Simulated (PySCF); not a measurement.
Molecule: `O=S(=O)(Cl)C(F)(F)F`, CClF3O2S.

Geometry:
```csv
atom,x (Å),y (Å),z (Å)
O1,1.387,-0.080,1.419
S2,0.955,-0.068,0.045
O3,1.416,-1.006,-0.947
Cl4,1.179,1.849,-0.697
C5,-0.919,-0.132,0.035
F6,-1.260,-1.338,0.436
F7,-1.392,0.771,0.860
F8,-1.359,0.083,-1.182
```

Geometry PBE0-D3(BJ)/def2-SVP throughout; GIAO in PySCF 2.14, gas phase, one conformer, non-relativistic; equivalent atoms averaged; functional PBE0.

For orientation, aug-cc-pVDZ gives these shifts δ (against H2O, CS2, HCl, TMS, CFCl3 at the same level): O1/O3 278.4, S2 323.9, Cl4 600.9, C5 122.9, F6/F7/F8 -79.6 ppm.

A run gave: O1/O3 292.4, S2 337.0, Cl4 587.2, C5 127.2, F6/F7/F8 -81.2 ppm (shifts δ (against H2O, CS2, HCl, TMS, CFCl3 at the same level)).

Q: Which basis set was used in that run?
A. cc-pVTZ
B. def2-SVP
C. def2-TZVP
D. cc-pVDZ

A: A. Cl4 tells them apart best: cc-pVTZ gives 587.2, cc-pVDZ gives 567.7, def2-SVP gives 573.9, def2-TZVP gives 630.1 ppm.
